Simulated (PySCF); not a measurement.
Al(H)2(OMe) (CH5AlO), SMILES C[O][AlH2]. Atoms are numbered in the order given.

```xyz
8

Al    -0.0885    -1.1939     0.0000
H      1.0176    -2.3094     0.0000
H     -1.6444    -1.4659     0.0000
O      0.4603     0.4037     0.0000
C     -0.1583     1.6677     0.0000
H     -1.2522     1.5967     0.0000
H      0.1486     2.2319     0.8850
H      0.1486     2.2319    -0.8850
```

The structure is a stationary point at B3LYP-D3(BJ)/def2-TZVP.

Method: CAM-B3LYP/def2-TZVPD (PySCF).

ESP charges are fitted to the potential on shells at 1.4 to 2.0 van der Waals radii. Atomic charges (e):

| atom | meta-Löwdin | ESP fit |
|---|---|---|
| Al1 | 0.74 | 0.93 |
| H2 | [?] | -0.29 |
| H3 | [?] | -0.29 |
| O4 | -0.63 | -0.51 |
| C5 | [?] | -0.02 |
| H6 | [?] | 0.04 |
| H7 | [?] | 0.07 |
| H8 | [?] | 0.07 |

Q: What belongs in the gaps? (An estimate is asked for; the answer gives what the named calculation found.)

A: 
- H2, meta-Löwdin: -0.15
- H3, meta-Löwdin: -0.17
- C5, meta-Löwdin: -0.10
- H6, meta-Löwdin: 0.09
- H7, meta-Löwdin: 0.11
- H8, meta-Löwdin: 0.11
